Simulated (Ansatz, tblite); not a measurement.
Cost and result up the ladder for the cluster OsO2⁻ (the lowest doublet isomer of a short search) (3 atoms). The state is a doublet with charge -1. Geometry: PBE0-D4/def2-TZVPD.

```xyz
3

Os   -0.252   -0.139    0.010
O     0.581   -0.849   -1.314
O    -0.329    0.989    1.304
```

Ansatz on 4 threads of Arm Neoverse V2 on a shared host; xTB runs through tblite on one thread. Times are rough, summed over both states, and most runs start from the orbitals of an earlier one. CCSD(T)/def2-TZVPPD serves as the yardstick here, not as an exact answer. The other state is a quartet at its own geometry.

In the def2 sets Os takes a core potential; there is no spin–orbit coupling. The xTB rows come from tblite. B3LYP takes the VWN-RPA correlation. HSE06 is defined as in plane-wave codes, on full-range PBE exchange. Correlated methods freeze 2 core orbitals; core or outer-core shells of Os are correlated, in sets that lack core-valence functions. The structure comes from a short search, and lower isomers may exist.

xTB has no spin-polarisation term.

```
                               level  functions  wall time
                            GFN1-xTB         17    0.004 s
                            GFN2-xTB         17    0.004 s
LDA (SPW92)/def2-TZVPD (with forces)        123      2.3 s
                      MP2/def2-TZVPD        123      2.5 s
                       HF/def2-TZVPD        123      2.8 s
                   PBE-D4/def2-TZVPD        123      4.4 s
                  RPA@PBE/def2-TZVPD        123      5.5 s
                 HSE06-D4/def2-TZVPD        123      6.1 s
                 B3LYP-D4/def2-TZVPD        123      7.5 s
                 PBE-QIDH/def2-TZVPD        123      8.1 s
                  PBE0-D4/def2-TZVPD        123      9.4 s
                r2SCAN-D4/def2-TZVPD        123       11 s
                 CCSD(T)/def2-TZVPPD        139       41 s
```

Question: Estimate what each level gives for the quartet − doublet (eV).

Answer: 
```
                               level  quartet − doublet (eV)  difference from CCSD(T)/def2-TZVPPD (eV)                                               remarks
                            GFN1-xTB                    2.16                                      1.06                                                     –
                            GFN2-xTB                    2.10                                      1.00                                                     –
LDA (SPW92)/def2-TZVPD (with forces)                    1.12                                      0.02  HOMO above zero (doublet), HOMO above zero (quartet)
                      MP2/def2-TZVPD                    1.31                                      0.21                                                     –
                       HF/def2-TZVPD                    0.54                                     -0.56                                                     –
                   PBE-D4/def2-TZVPD                    0.99                                     -0.11  HOMO above zero (doublet), HOMO above zero (quartet)
                  RPA@PBE/def2-TZVPD                    1.12                                      0.02                                                     –
                 HSE06-D4/def2-TZVPD                    0.94                                     -0.16                             HOMO above zero (quartet)
                 B3LYP-D4/def2-TZVPD                    1.04                                     -0.06                             HOMO above zero (quartet)
                 PBE-QIDH/def2-TZVPD                    1.05                                     -0.05                                                     –
                  PBE0-D4/def2-TZVPD                    0.95                                     -0.15                                                     –
                r2SCAN-D4/def2-TZVPD                    0.85                                     -0.25  HOMO above zero (doublet), HOMO above zero (quartet)
                 CCSD(T)/def2-TZVPPD                    1.10                                      0.00                                                     –
```
